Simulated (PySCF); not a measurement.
## XPS shifts beside NMR shieldings

Compound: C6H11PS.
Bonds: C1–S2, S2–C3, C3–P4, P4–C5 (double), C5–C6 (double), C6–C7, C6–C8. Hydrogens: H9, H10, H11 on C1; H12, H13 on C3; H14, H15, H16 on C7; H17, H18, H19 on C8.

Binding energies: PySCF 2.14.0, delta-SCF UKS SCAN, pcX-2 on the ionised atom, pcseg-1 elsewhere, spin-free X2C. Shieldings: GIAO PBE0/pcSseg-1, non-relativistic, same geometry.

| atom | C 1s (eV) |
| --- | --- |
| C1 | 291.01 |
| C3 | 290.62 |
| C5 | 289.42 |
| C6 | 290.40 |
| C7 | 290.79 |

Q: What are the absolute isotropic shieldings of these atoms?

A: 
```
atom                               environment  C 1s (eV)  isotropic shielding (ppm)
  C5  central carbon of cumulated double bonds     289.42                      -82.8
  C6    outer carbon of cumulated double bonds     290.40                       60.9
  C3                sp3 carbon bound to sulfur     290.62                      144.1
  C7                             methyl carbon     290.79                      159.2
  C1                           S-methyl carbon     291.01                      165.5
```

Q: Among the listed atoms, is the one with the highest binding energy also the least shielded?

A: No. The highest binding energy is at C1 (291.01 eV, shielding 165.5 ppm), the lowest shielding at C5 (-82.8 ppm, 289.42 eV).

By binding energy: C5 < C6 < C3 < C7 < C1. By shielding: C5 < C6 < C3 < C7 < C1.

Of atoms equivalent by bonding only the ionised one is listed; its partners' own values can differ in this conformer. The unrestricted hole states depart most from a pure doublet (⟨S²⟩ = 0.75; over 0.85 named) for C 1s of C5 (0.88), which makes this value less certain. The structure is a single PBE0-D3(BJ)/def2-SVP conformer in the gas phase; no vibrational or solvent corrections.

Conformer computed: `[CH3:1][S:2][CH2:3][P:4]=[C:5]=[C:6]([CH3:7])[CH3:8]`: C1–S2–C3–P4 71°, S2–C3–P4–C5 -102°.
